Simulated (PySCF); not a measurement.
SMILES F[SiH2]S, B3LYP/def2-SVP optimised geometry.

```
6

Si    -0.83    -0.30     0.00
F     -1.27    -1.03    -1.38
S      1.32    -0.30     0.00
H     -1.39     1.08     0.00
H     -1.39    -1.08     1.14
H      1.39     0.35     1.19
```

Density from B3LYP/def2-TZVP run with PySCF at that geometry.

Minimum of the electron density along straight lines between bonded atoms, close to the bond critical point (lines longer than 1.1 times the sum of covalent radii, or with two minima, are not listed):

```tsv
bond	length / Å	ρ at the minimum / e bohr⁻³	∇²ρ there / e bohr⁻⁵	position (fraction from the first atom)
Si1–F2	1.624	0.131	___	0.42
Si1–S3	2.151	0.101	0.05	0.36
Si1–H4	1.486	0.126	0.12	0.49
Si1–H5	1.487	0.126	0.12	0.49
S3–H6	1.356	___	___	0.64
```

### Question
Some entries are withheld; supply them.

### Answer

- Si1–F2, ∇²ρ there / e bohr⁻⁵: 0.88
- S3–H6, ρ at the minimum / e bohr⁻³: 0.208
- S3–H6, ∇²ρ there / e bohr⁻⁵: -0.57
